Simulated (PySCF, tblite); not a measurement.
Isomers of C4H12N2SSi2. Calculated harmonic vibrations of the isolated species, GFN2-xTB (tblite), most abundant isotopes, no scaling. This tight-binding method is rough: wavenumbers can miss measured ones by several per cent, in bad cases by 10 to 20. Modes of hydrogen on silicon can be 10 to 20 % off. One conformer each.

Electronic energies: PBE0/pcSseg-1 single points on the GFN2-xTB geometries (PySCF, gas phase).

| SMILES | electronic energy, lowest = 0 (kcal/mol) |
| --- | --- |
| CC[Si@H](CC#N)S[SiH2]N | 0.0 |
| C=N[Si@@H]1CCN[Si@H]1SC | 31.0 |
| C=N[Si@@H]1S[SiH2]CCN1C | 9.4 |

Task: How do GFN2-xTB zero-point energies change the relative energies?

Result: 
```json
{"SMILES": "CC[Si@H](CC#N)S[SiH2]N", "ZPE (kcal/mol)": "96.7", "of it from modes above 1550 cm⁻¹": "53.2", "electronic (kcal/mol)": "0.0", "with ZPE, lowest = 0 (kcal/mol)": "0.0", "lowest mode (cm⁻¹)": "26", "rings": "0"}
{"SMILES": "C=N[Si@@H]1S[SiH2]CCN1C", "ZPE (kcal/mol)": "98.0", "of it from modes above 1550 cm⁻¹": "50.3", "electronic (kcal/mol)": "9.4", "with ZPE, lowest = 0 (kcal/mol)": "10.7", "lowest mode (cm⁻¹)": "23", "rings": "1"}
{"SMILES": "C=N[Si@@H]1CCN[Si@H]1SC", "ZPE (kcal/mol)": "98.1", "of it from modes above 1550 cm⁻¹": "51.7", "electronic (kcal/mol)": "31.0", "with ZPE, lowest = 0 (kcal/mol)": "32.4", "lowest mode (cm⁻¹)": "31", "rings": "1"}
```

The zero-point energies span 1.4 kcal/mol, from `CC[Si@H](CC#N)S[SiH2]N` to `C=N[Si@@H]1CCN[Si@H]1SC`. The order is unchanged.

Task: And how do the electronic energies of GFN2-xTB itself compare?

Result: `CC[Si@H](CC#N)S[SiH2]N` 20.9; `C=N[Si@@H]1S[SiH2]CCN1C` 0.0; `C=N[Si@@H]1CCN[Si@H]1SC` 31.4 kcal/mol, lowest = 0. Against the energies above, taken from the same isomer `CC[Si@H](CC#N)S[SiH2]N`, the largest difference is 30.3 kcal/mol.
